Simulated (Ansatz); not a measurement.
This geometry of H₅NO₂SiTe (10 atoms, charge 0, multiplicity 1) is a first-order saddle point.

Level of theory: Ansatz, RKS PBE0-D4/def2-SVP.

```xyz
10
Properties=species:S:1:pos:R:3
N -1.226 -0.158 -1.043
Si -0.130 -0.055 0.256
O 0.639 -1.518 0.371
O -0.999 0.355 1.603
Te 1.656 1.729 0.142
H -1.964 0.534 -1.110
H -0.902 -0.449 -1.957
H 1.562 -1.459 0.637
H -0.812 -0.155 2.395
H 2.257 1.125 -1.290
```

Question: Which two structures does it join? (They come from a converged band through this point; their orientation in space is the band's.)

Answer: No bond is made or broken. The dihedral Te5–Si2–O4–H9 goes from 167 to -43°.

First end point:

```xyz
10
Properties=species:S:1:pos:R:3
N -1.248 -0.283 -0.812
Si 0.022 -0.021 0.302
O 0.876 -1.438 0.232
O -0.584 0.369 1.795
Te 1.542 1.945 -0.020
H -1.876 0.472 -1.061
H -1.089 -0.912 -1.590
H 1.763 -1.390 0.603
H -1.351 -0.153 2.056
H 2.028 1.359 -1.502
```

Last end point:

```xyz
10
Properties=species:S:1:pos:R:3
N -1.340 -0.171 -0.989
Si -0.158 -0.110 0.224
O 0.689 -1.525 0.084
O -0.973 0.147 1.640
Te 1.556 1.762 0.199
H -2.084 0.512 -1.039
H -1.135 -0.599 -1.883
H 1.591 -1.492 0.417
H -0.443 0.373 2.410
H 2.381 1.052 -1.061
```

Question: How far does it lie above each of them?

Answer: 0.086 eV above the first and 0.024 eV above the second. This is the barrier of this one path; another mechanism may lie lower.

Run time: 2.5 min on 2 threads of Intel(R) Xeon(R) Platinum 8375C CPU @ 2.90GHz (Ice Lake), with other jobs on the host, peak memory 0.31 GiB.
